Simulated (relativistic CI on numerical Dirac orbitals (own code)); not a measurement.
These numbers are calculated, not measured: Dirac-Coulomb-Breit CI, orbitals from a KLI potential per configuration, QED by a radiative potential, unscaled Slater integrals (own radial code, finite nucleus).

The strongest absorption lines from the ground level of an ion, among the configurations computed and to levels below about 5900 eV (vacuum wavelength in Å, gf): 2.3490 (0.42), 2.3929 (0.35), 2.3948 (0.93), 2.3973 (0.36), 2.3973 (0.74), 2.4028 (0.52), 2.4040 (2), 2.5578 (2.1).

Task: Which ion is it?
A. Pd XL
B. Ce LII
C. Xe XLVIII
D. Sn XLIV

Result: C. Xe XLVIII has 7 electrons and the ground level 2s²2p³ ²P°3/2; the strongest line goes to 2s²2p²3d ²D5/2. The pattern of lines fixes the number of electrons, and along that sequence the line energies rise steadily with the charge (about as its square where n changes within one kind of shell, about linearly where n is kept but much faster in heavy ions where fine structure, which grows about as Z⁴, sets the gap, and irregularly where shells cross), which fixes Z. Configurations outside the model, such as inner-shell arrays, can give stronger lines. At this charge energies of transitions that change n are usually good to better than 1 %, and those within a shell (Δn = 0) to a few per cent.

LS names give the leading component of a level, which can be under half, so a name can repeat, a term be missing and a line seem to break the LS rules.
